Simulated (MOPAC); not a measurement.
MOPAC input (PM7):

```
PM7 FORCE THERMO(298,298) PRECISE LET UHF MS=0.5 GEO-OK AUX(PRECISION=9) THREADS=1
C3H7Si

C    -2.10455707 1    0.69590963 1    0.11021053 1
C    -1.26677474 1   -0.26366322 1    0.45680346 1
C    -0.15157832 1   -0.73796071 1   -0.41579264 1
Si    1.41800119 1    0.18130840 1   -0.01157990 1
H    -2.73022033 1    1.44182487 1   -0.18515786 1
H    -1.39720893 1   -0.77892782 1    1.41729121 1
H    -0.00807136 1   -1.84078586 1   -0.29489349 1
H    -0.41046368 1   -0.60026623 1   -1.49691576 1
H     2.49524272 1   -0.34138352 1   -0.83844315 1
H     1.26427489 1    1.60123173 1   -0.28516912 1
H     1.76735592 1   -0.00601521 1    1.38759583 1
```

Output:

```
 *******************************************************************************
 **                                                                           **
 **                              MOPAC v23.2.5                                **
 **                                                                           **
 *******************************************************************************
 ** MOPAC's Digital Object Identifier: https://doi.org/10.5281/zenodo.6511958 **
 **                                                                           **
 ** Please cite the open-source release paper for use of this MOPAC version:  **
 ** J. E. Moussa and J. J. P. Stewart (2026)                                  **
 ** MOPAC: An open-source semiempirical molecular orbital program             **
 ** J. Open Source Softw., 11(119), 8025, https://doi.org/10.21105/joss.08025 **
 *******************************************************************************

                              PM7 CALCULATION RESULTS

 *******************************************************************************
 *  PM7        - The PM7 Hamiltonian to be used
 *  GEO-OK     - OVERRIDE INTERATOMIC DISTANCE AND OTHER SAFETY CHECKS
 *  UHF        - UNRESTRICTED HARTREE-FOCK CALCULATION
 *  MS=        - IN MECI, MAGNETIC COMPONENT OF SPIN =  0.5
 *  LET        - OVERRIDE SOME SAFETY CHECKS
 *  PRECISE    - TIGHTER CRITERIA TO BE USED
 *  FORCE      - FORCE CALCULATION SPECIFIED
 *  AUX        - OUTPUT AUXILIARY INFORMATION
 *  THERMO     - THERMODYNAMIC QUANTITIES TO BE CALCULATED
 *******************************************************************************
PM7 FORCE THERMO(298,298) PRECISE LET UHF MS=0.5 GEO-OK AUX(PRECISION=9) THREADS=1
 C3H7Si

   ATOM   CHEMICAL          X               Y               Z
  NUMBER   SYMBOL      (ANGSTROMS)     (ANGSTROMS)     (ANGSTROMS)

     1       C         -2.10455707  *   0.69590963  *   0.11021053  *
     2       C         -1.26677474  *  -0.26366322  *   0.45680346  *
     3       C         -0.15157832  *  -0.73796071  *  -0.41579264  *
     4      Si          1.41800119  *   0.18130840  *  -0.01157990  *
     5       H         -2.73022033  *   1.44182487  *  -0.18515786  *
     6       H         -1.39720893  *  -0.77892782  *   1.41729121  *
     7       H         -0.00807136  *  -1.84078586  *  -0.29489349  *
     8       H         -0.41046368  *  -0.60026623  *  -1.49691576  *
     9       H          2.49524272  *  -0.34138352  *  -0.83844315  *
    10       H          1.26427489  *   1.60123173  *  -0.28516912  *
    11       H          1.76735592  *  -0.00601521  *   1.38759583  *

          CARTESIAN COORDINATES

    NO.       ATOM           X           Y           Z

     1         C         -2.1046      0.6959      0.1102
     2         C         -1.2668     -0.2637      0.4568
     3         C         -0.1516     -0.7380     -0.4158
     4        Si          1.4180      0.1813     -0.0116
     5         H         -2.7302      1.4418     -0.1852
     6         H         -1.3972     -0.7789      1.4173
     7         H         -0.0081     -1.8408     -0.2949
     8         H         -0.4105     -0.6003     -1.4969
     9         H          2.4952     -0.3414     -0.8384
    10         H          1.2643      1.6012     -0.2852
    11         H          1.7674     -0.0060      1.3876

[...]
 VIBRATION         23   23A           ATOM PAIR      ENERGY CONTRIBUTION    RADIAL
 FREQUENCY          2628.46         C  3 -- H  8         +50.5% ( 73.5%)     98.1%
 TRANSITION DIPOLE   0.5848         C  3 -- H  7         +46.6% ( 70.5%)     97.7%
 TRAVEL (Ang.)       0.2293         C  2 -- H  6          +1.2% ( 11.3%)     99.7%
 REDUCED MASS        0.4878         C  2 -- C  3          +0.9% (  9.5%)      0.1%
 EFFECTIVE MASS      1.4314
 FORCE CONSTANT      1.9858

 VIBRATION         24   24A           ATOM PAIR      ENERGY CONTRIBUTION    RADIAL
 FREQUENCY          2689.80         C  2 -- H  6         +58.7% ( 77.4%)     97.9%
 TRANSITION DIPOLE   0.4457         C  1 -- H  5         +19.8% ( 44.9%)    100.0%
 TRAVEL (Ang.)       0.2477         C  3 -- H  7         +12.3% ( 35.4%)     99.2%
 REDUCED MASS        0.4087         C  3 -- H  8          +5.1% ( 22.8%)     91.3%
 EFFECTIVE MASS      1.3458
 FORCE CONSTANT      1.7423

 VIBRATION         25   25A           ATOM PAIR      ENERGY CONTRIBUTION    RADIAL
 FREQUENCY          2708.40         C  3 -- H  8         +42.1% ( 64.0%)     96.9%
 TRANSITION DIPOLE   0.6881         C  3 -- H  7         +38.9% ( 61.6%)     96.1%
 TRAVEL (Ang.)       0.2677         C  2 -- H  6         +13.1% ( 35.8%)     96.7%
 REDUCED MASS        0.3473         C  1 -- H  5          +4.4% ( 20.6%)    100.0%
 EFFECTIVE MASS      1.2620
 FORCE CONSTANT      1.5010

 VIBRATION         26   26A           ATOM PAIR      ENERGY CONTRIBUTION    RADIAL
 FREQUENCY          2763.22         C  1 -- H  5         +60.6% ( 84.5%)    100.0%
 TRANSITION DIPOLE   1.2044         C  2 -- H  6         +26.7% ( 56.2%)     94.2%
 TRAVEL (Ang.)       0.2048         C  2 -- C  3          +5.1% ( 24.6%)      7.9%
 REDUCED MASS        0.5817         C  2 -- Si 4          +5.1% ( 24.6%)      3.2%
 EFFECTIVE MASS      1.5158
 FORCE CONSTANT      2.6169

 VIBRATION         27   27A           ATOM PAIR      ENERGY CONTRIBUTION    RADIAL
 FREQUENCY          4115.68         C  1 -- C  2         +49.0% ( 98.5%)    100.0%
 TRANSITION DIPOLE   0.9163         C  1 -- H  5         +14.9% ( 54.3%)     99.9%
 TRAVEL (Ang.)       0.0532         C  2 -- H  6         +12.1% ( 49.1%)     28.1%
 REDUCED MASS        5.7917         C  2 -- C  3         +12.0% ( 48.8%)     30.8%
 EFFECTIVE MASS     11.7415         C  2 -- Si 4         +12.0% ( 48.8%)     20.6%
 FORCE CONSTANT     57.8021

      SYMMETRY NUMBER FOR POINT-GROUP C1  =  1

          SYSTEM IS A GROUND STATE

 C3H7Si

          MOLECULE IS NOT LINEAR

          THERE ARE 27 GENUINE VIBRATIONS IN THIS SYSTEM
          THIS THERMODYNAMICS CALCULATION IS LIMITED TO
          MOLECULES WHICH HAVE NO INTERNAL ROTATIONS

                    CALCULATED THERMODYNAMIC PROPERTIES
                                          *
   TEMP. (K)   PARTITION FUNCTION   H.O.F.    ENTHALPY  HEAT CAPACITY ENTROPY
                                   KCAL/MOL   CAL/MOLE    CAL/K/MOL  CAL/K/MOL

 298.00  VIB.     0.1858D+02                  2217.1973    16.0593    13.2469
         ROT.     0.7476D+05                   888.2803     2.9808    25.2812
         INT.     0.1389D+07                  3105.4776    19.0401    38.5281
         TRA.     0.5805D+27                  1480.4672     4.9680    38.7022
         TOT.                       54.727    4585.9447    24.0081    77.2303

   *: NOTE: HEATS OF FORMATION ARE RELATIVE TO THE
            ELEMENTS IN THEIR STANDARD STATE AT 298K
              (=  Standard Enthalpy of Formation).

            Hvib:  Zero-point energy is not included.
                   frequencies of less than zero cm-1 are not included.
            Hrot = (3/2)RT
            Htra = (3/2)RT + pV = (5/2)RT

            Heat capacity is Cp, not Cv

          For more information, see: HTTP://OpenMOPAC.net/Manual/thermochemistry.html

           FORCE CONSTANT IN CARTESIAN COORDINATES (Millidynes/A)

    ATOM   CHEMICAL       X               Y               Z
   NUMBER   SYMBOL  FORCE CONSTANT  FORCE CONSTANT  FORCE CONSTANT

      1       C       62.466954        0.712540        1.008054
      2       C       60.507968        6.335795        2.163057
      3       C        6.204614        6.569428        4.963407
      4      Si        4.864865        4.848893        4.509687
      5       H        4.380732        0.059028        0.310588
      6       H        1.711945        3.282956        0.292403
      7       H        2.931329        0.767522        1.602494
      8       H        1.413212        2.614978        1.285674
      9       H        1.210396        2.116561        0.299634
     10       H        2.191528        0.387405        1.045583
     11       H        0.960639        1.811142        0.858284

 **********************
 *                    *
 * JOB ENDED NORMALLY *
 *                    *
 **********************

 == MOPAC DONE ==
```
